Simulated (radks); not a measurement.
Values are calculated unless marked as measured or tabulated.
Effect of the nuclear size on the terbium ion Tb2+, [Xe] 4f9. Level of theory: Dirac Kohn-Sham, exchange-only LDA, spin-unpolarised, spherical densities, finite nucleus; open shells fill j = l - 1/2 first; Fermi nuclear charge, rms radius 5.06 fm (a radial shooting solver on a logarithmic mesh with Libxc functionals). The rms radius is varied about that value; shifts are against it.

rms radius (fm)	total energy shift (eV)	density at nucleus (e/bohr^3)	1s1/2 shift (meV)	2s1/2 shift (meV)	4p1/2 shift (meV)	5s1/2 shift (meV)	5p1/2 shift (meV)	4f7/2 shift (meV)	6s1/2 (empty) shift (meV)
4.4022	-5.45	7.094e+05	-2250	-292	0.171	-2.40	0.053	0.232	-0.340
4.721	-2.88	6.964e+05	-1190	-154	0.090	-1.27	0.028	0.123	-0.180
5.06	0	6.839e+05	0.000	0.000	0.000	0.000	0.000	0.000	0.000
5.2978	2.11	6.757e+05	868	113	-0.066	0.928	-0.021	-0.090	0.132
5.8342	7.12	6.587e+05	2930	381	-0.222	3.13	-0.069	-0.303	0.444

Slopes of the eigenvalues against <r^2> in GHz/fm^2, as finite differences over the two radii next to the reference (eigenvalue slopes, not the field-shift constants of lines): 1s1/2 86000, 2s1/2 11200, 4p1/2 -6.54, 5s1/2 91.9, 5p1/2 -2.03, 4f7/2 -8.88, 6s1/2 (empty) 13.0.
